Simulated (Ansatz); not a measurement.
Computed with Ansatz on PBE0-D4/def2-TZVP structures; ΔE is electronic, products minus reactants. CCSD(T)/CBS adds triple-zeta CCSD(T) − MP2 to the extrapolated MP2 energy (def2 sets, frozen cores). DFT in def2-TZVPP. One conformer a species, not always the lowest.

`C=COBC` → `CB1OC1C`  (isomerisation)

| level | ΔE (eV) |
| --- | --- |
| ωB97X-V | 0.03 |
| SCS-MP2/def2-QZVPP | 0.09 |

**Question.** What does CCSD(T)/CBS give? (Best estimate.)

**Answer.** Ansatz gave: +0.13 eV. The listed levels differ from it by -0.10, -0.04 eV.

Largest T1 diagnostic among the species: 0.013.

In def2-TZVPP, CCSD(T) changes the Hartree–Fock value by −0.25 eV (the triples alone add −0.02 eV) and MP2 by −0.36 eV.
